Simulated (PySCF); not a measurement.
A structure optimised at PBE0-D3(BJ)/def2-SVP, used in a PySCF frequency run:

```xyz
14

C     -1.5455     0.8923    -0.5262
Si     0.0000     0.0000     0.0212
C      1.5455     0.8923    -0.5262
C      0.0000    -1.7846    -0.5262
F      0.0000     0.0000     1.6623
H     -1.6097     0.9294    -1.6255
H     -2.4482     0.3851    -0.1516
H     -1.5576     1.9276    -0.1516
H      2.4482     0.3851    -0.1516
H      1.6097     0.9294    -1.6255
H      1.5576     1.9276    -0.1516
H      0.0000    -1.8588    -1.6255
H     -0.8905    -2.3127    -0.1516
H      0.8905    -2.3127    -0.1516
```
Charge 0, spin multiplicity 1.

Task: Write its SMILES, formula and point group.

Result: C[Si](C)(C)F, C3H9FSi, C3v

Task: What are its rotational constants (standard atomic weights)?

Result: 3.3425, 3.3425, 3.1129 GHz
